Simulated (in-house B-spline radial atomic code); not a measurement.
RPA and G0W0 for Tl8+, [Xe] 4f14 5d5, highest spin, as one setting changes: the share of exact exchange in the PBE hybrid start. A dash marks a level of low quasi-particle weight. Computed with a B-spline radial code for spherical atoms: all electrons, scalar-relativistic (spin-free one-electron X2C), finite nucleus, each spin shell either full or empty, empty states to l = 9 with an (l + 1/2)⁻⁴ tail; G0W0 by contour deformation at full frequency.

Without the two-electron picture change, the correlation of inner shells comes somewhat too large for so heavy an element.

```tsv
share of exact exchange in the PBE hybrid start	mean-field level (eV)	G0W0 level (eV)	RPA correlation (Eh)
0	-130.07	5d up -140.29	-6.6596
0.1	-131.17	5d up -140.29	-6.6192
0.2	?	?	?
0.3	-133.37	5d up -140.30	-6.541
0.4	-134.47	5d up -140.30	-6.503
0.5	-135.58	5d up -140.30	-6.4658
0.6	-136.69	5d up -140.30	-6.4292
0.7	-137.80	5d up -140.29	-6.3933
0.8	-138.92	5d up -140.28	-6.3581
0.9	?	?	?
1	-141.16	5d up -140.27	-6.2895
```

**Question.** What belongs in the row for 0.9?

**Answer.** mean-field level (eV): -140.04; G0W0 level (eV): 5d up -140.28; RPA correlation (Eh): -6.3235.

**Question.** What belongs in the row for 0.2?

**Answer.** mean-field level (eV): -132.27; G0W0 level (eV): 5d up -140.30; RPA correlation (Eh): -6.5797.

**Question.** At what share of exact exchange does G0W0 leave the highest level unchanged?

**Answer.** Near 0.92, where the shift changes sign (-0.239 eV at 0.9, +0.891 eV at 1).
